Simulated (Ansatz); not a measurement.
Ansatz (an electronic-structure program) input (CCSD(T)/def2-SVPD):

Ansatz 0.2 input:
```yaml
crystal:
  periodic: [false, false, false]
  atoms:
    - {symbol: Pb, position_ang: [-0.00000000, 0.00000000, -0.00000000]}
    - {symbol: H, position_ang: [1.02232937, 1.02969445, 0.99620867]}
    - {symbol: H, position_ang: [1.00998283, -1.02860803, -1.00983163]}
    - {symbol: H, position_ang: [-1.02359071, 1.00249564, -1.02231319]}
    - {symbol: H, position_ang: [-1.00872149, -1.00358207, 1.03593616]}
basis:
  gaussian:
    orbitals: def2-SVPD
magnetization: {spin_polarized: false}
correlation: {method: ccsd_t, electrons: outside_noble_gas}
output: {forces: true}
```

Output:

```
Functional definition: HF
integrals: 0.04 GiB planned
737 factors; integrals over basis functions are off by at most 2.1e-4 eV
mean field: 0.14 GiB planned
mean field evaluation 1: about -5280.4096 eV, gradient 8.6e0 eV
mean field evaluation 2: about -5280.4137 eV, gradient 8.6e0 eV
mean field evaluation 4: about -5280.7983 eV, gradient 8.6e-1 eV
mean field evaluation 8: about -5280.8013 eV, gradient 9.2e-5 eV
mean field evaluation 16: about -5280.8013 eV, gradient 7.5e-7 eV
mean field -5280.80125951 eV, -194.0658668313 hartree, gradient 7.5e-7 eV, S^2 0.000000; 0 other end points of the search recorded, 0 dependent functions left out
9 core orbitals not correlated
reference -5280.80125951 eV, -194.0658668313 hartree; 4, 4 occupied and 51, 51 virtual orbitals, 737 factors
densities: 0.16 GiB planned
second order -2.85541752 eV of doubles, -0.00000000 eV of singles
coupled cluster: 0.13 GiB planned
cycle   1  -3.42236342 eV  change   -5.7e-1 eV  update   6.1e-2
cycle   2  -3.65632759 eV  change   -2.3e-1 eV  update   2.3e-2
cycle   3  -3.66208971 eV  change   -5.8e-3 eV  update   4.5e-3
cycle   4  -3.66172101 eV  change    3.7e-4 eV  update   1.4e-3
cycle   5  -3.66154024 eV  change    1.8e-4 eV  update   4.1e-4
cycle   6  -3.66145472 eV  change    8.6e-5 eV  update   8.2e-5
cycle   7  -3.66146635 eV  change   -1.2e-5 eV  update   1.9e-5
cycle   8  -3.66147097 eV  change   -4.6e-6 eV  update   4.5e-6
perturbative correction -0.07194708 eV, -0.0026440062 hartree
the calculation of the forces begins
Total energy: -5284.53467756 eV, -194.2030674140 hartree
Atom 0 at    -0.000000     0.000000    -0.000000 Å, force     0.000000     0.000000     0.000000 eV/Å
Atom 1 at     1.022329     1.029694     0.996209 Å, force     0.103771     0.104519     0.101120 eV/Å
Atom 2 at     1.009983    -1.028608    -1.009832 Å, force     0.102518    -0.104408    -0.102502 eV/Å
Atom 3 at    -1.023591     1.002496    -1.022313 Å, force    -0.103899     0.101758    -0.103769 eV/Å
Atom 4 at    -1.008721    -1.003582     1.035936 Å, force    -0.102390    -0.101868     0.105152 eV/Å
Dipole moment:     0.000000    -0.000000    -0.000000 e Å
```
